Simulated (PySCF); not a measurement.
# Electron correlation in Cl⁻ (chlorine, charge -1)

[Ar], closed-shell 1S. Calculation: PySCF 2.14, in dyall-av3z; the non-relativistic Hamiltonian (point nucleus). Frozen: [Ne]; 8 electrons correlated; the 26 highest virtual orbitals of each spin left out.

```csv
level,correlation energy (mhartree)
CCSD,-224.20
(T),-9.60
CCSD(T),-233.80
```

Diagnostics: T1 = 0.0062, D1 = 0.0096, largest double amplitude 0.029.

Cost of the coupled-cluster step: of the order of 1.2 core-seconds, for 8 correlated electrons.
